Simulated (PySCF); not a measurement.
C₅H₇BCl₂.
SMILES with atom numbers: `[CH2:1]=[C:2]([CH3:3])/[CH:4]=[CH:5]/[B:6]([Cl:7])[Cl:8]` (hydrogens: H9, H10 on C1; H11, H12, H13 on C3; H14 on C4; H15 on C5)

Cartesian coordinates in Å at the PBE0-D3(BJ)/def2-SVP level; atoms count from 1:
```
atom  x, y, z in Å
C1    -1.619   -1.539    0.698
C2    -0.748   -0.602    0.276
C3    -1.144    0.829    0.075
C4     0.629   -1.002    0.006
C5     1.627   -0.193   -0.421
B6     3.053   -0.690   -0.684
Cl7    4.291    0.428   -1.237
Cl8    3.514   -2.375   -0.450
H9    -2.662   -1.297    0.915
H10   -1.306   -2.577    0.837
H11   -0.975    1.143   -0.967
H12   -2.204    0.987    0.313
H13   -0.545    1.498    0.713
H14    0.856   -2.062    0.171
H15    1.415    0.868   -0.590
```

Level of theory: PySCF, TDDFT wB97X-D/def2-SVPD, vertical, gas phase, core orbitals frozen in the response.

Transition dipole moments from the ground state, in atomic units and in the frame of the coordinates above (overall signs are arbitrary), for the states with f of 0.002 or more among the lowest 6:

```tsv
state	E (eV)	μx	μy	μz
S1	4.756	2.315	0.444	-0.690
S4	6.444	0.077	0.646	-0.155
S6	6.599	0.450	0.334	-0.185
```

Problem. Work out the oscillator strengths.

Solution. f = (2/3) ΔE |μ|² with ΔE in hartree (27.2114 eV).

```tsv
state	|μ|² (au)	|μ| (D)	f
S1	6.031	6.24	0.703
S4	0.447	1.70	0.071
S6	0.348	1.50	0.056
```

Problem. The point group is Cs. Which irreducible representation does each state belong to?

Solution. The ground state is totally symmetric, so the direction of μ fixes the label. Polarised in the mirror plane, so A′: S1, S4 and S6.

Problem. What angle do the transition dipoles of S1 and S6 make?

Solution. |cos θ| = |μa·μb| / (|μa| |μb|) = 0.91, so θ ≈ 25° (taken between 0 and 90°, since the signs are arbitrary).

Problem. What peak molar absorption coefficient would the strongest computed level give as a lone Gaussian band 0.5 eV wide at half height?

Solution. ε(max) = 2.175×10⁸ f / FWHM, with the width in cm⁻¹. S1: 2.175×10⁸ × 0.7028 / 4033 ≈ 38000 L mol⁻¹ cm⁻¹.

Time: 50 s wall. Hardware: one thread of an Arm Neoverse V1 (shared host).

One conformer stands for the species.
